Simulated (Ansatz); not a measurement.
# Appearance energy of a fragment ion: C3H4F4O → [CF3]+ + C2H4FO + e⁻

Species: C3H4F4O `FCCOC(F)(F)F`, singlet; [CF3]+ `F[C+](F)F`, singlet; C2H4FO `[O]CCF`, doublet. 

Shapes, held fixed at every level: PBE0-D4/def2-TZVP. Flexible molecules stand in one conformer, not always the lowest. Programs: Ansatz 0.2.0. Electronic energies: no zero-point or thermal term.

```
               level                    kind  ΔE (eV)  less CCSD(T)/CBS estimate
       HF/def2-TZVPP            Hartree–Fock   +11.90                      -1.85
   PBE-D4/def2-TZVPP                     GGA   +13.22                      -0.53
r2SCAN-D4/def2-TZVPP                meta-GGA   +13.32                      -0.43
  PBE0-D4/def2-TZVPP           global hybrid   +13.41                      -0.34
  wB97X-V/def2-TZVPP  range-separated hybrid   +13.53                      -0.22
   B2PLYP/def2-TZVPP           double hybrid   +13.37                      -0.38
  CCSD(T)/def2-TZVPP   coupled cluster or CI   +13.50                      -0.25
CCSD(T)/CBS estimate   coupled cluster or CI   +13.75                       0.00
```

The highest level, CCSD(T)/CBS estimate, gives ΔE = +13.75 eV; the levels span +11.90 to +13.75. The column of differences is taken from that level and isn't an error. No measured value is set beside it here. Open shells run unrestricted unless RO is named. The CBS estimate extrapolates MP2 from def2-TZVPP and def2-QZVPP and adds CCSD(T) − MP2 in the triple-zeta set, cores frozen. The onset seen in experiment also holds zero-point changes and kinetic shifts.
